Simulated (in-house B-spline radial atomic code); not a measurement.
RPA and G0W0 for the xenon ion Xe⁷⁺, [Kr] 4d10 5s1, highest spin, as one setting changes: the highest l of the empty states. Start: Hartree-Fock. A dash marks a level of low quasi-particle weight. Computed with a B-spline radial code for spherical atoms: all electrons, scalar-relativistic (spin-free one-electron X2C), finite nucleus, each spin shell either full or empty, empty states to the listed l with an (l + 1/2)⁻⁴ tail; G0W0 by contour deformation at full frequency.

| highest l of the empty states | RPA summed (Eh) | RPA extrapolated (Eh) | G0W0 level (eV) |
| --- | --- | --- | --- |
| 4 | -2.967 | -3.5319 | 5s up -106.51 |
| 5 | -3.2296 | -3.5955 | 5s up -106.52 |
| 6 | -3.3606 | -3.5856 | 5s up -106.51 |
| 7 | ? | ? | ? |
| 8 | -3.4704 | -3.5626 | 5s up -106.50 |
| 9 | -3.4935 | -3.5558 | 5s up -106.49 |
| 10 | ? | ? | ? |
| 11 | -3.5175 | -3.5496 | 5s up -106.49 |

(1) What belongs in the row for 10?

(2) What belongs in the row for 7?

## Answers

(1) RPA summed (Eh): -3.5079; RPA extrapolated (Eh): -3.5519; G0W0 level (eV): 5s up -106.49.

(2) RPA summed (Eh): -3.4315; RPA extrapolated (Eh): -3.5763; G0W0 level (eV): 5s up -106.50.
